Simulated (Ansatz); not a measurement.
Ansatz (an electronic-structure program) input:
A basis named .json is the Basis Set Exchange file of that set.

Ansatz 0.2 input:
```yaml
crystal:
  periodic: [false, false, false]
  atoms:
    - {symbol: Si, position_ang: [0.33438201, 0.06043928, -0.10984334]}
    - {symbol: Cl, position_ang: [-0.36975642, -0.15122136, 1.79964164]}
    - {symbol: Cl, position_ang: [-1.15573289, -0.07629187, -1.47472062]}
    - {symbol: O, position_ang: [0.95267274, 1.57879298, 0.03893271]}
    - {symbol: O, position_ang: [1.42251132, -1.06368825, -0.53189218]}
    - {symbol: H, position_ang: [2.25049786, -1.09926305, -0.04217513]}
basis:
  gaussian:
    orbitals: cc-pV_Q+d_Z.json
hamiltonian:
  xc: pbe
magnetization: {spin_polarized: true, initial_magnetization: 1}
correlation: {method: rpa, electrons: outside_noble_gas}
```

Q: Which total energy does the run end on?

A: -1360.10468 Eh (RPA@PBE/cc-pV(Q+d)Z). The basis has 332 functions.

It need not be the lowest isomer of its formula.
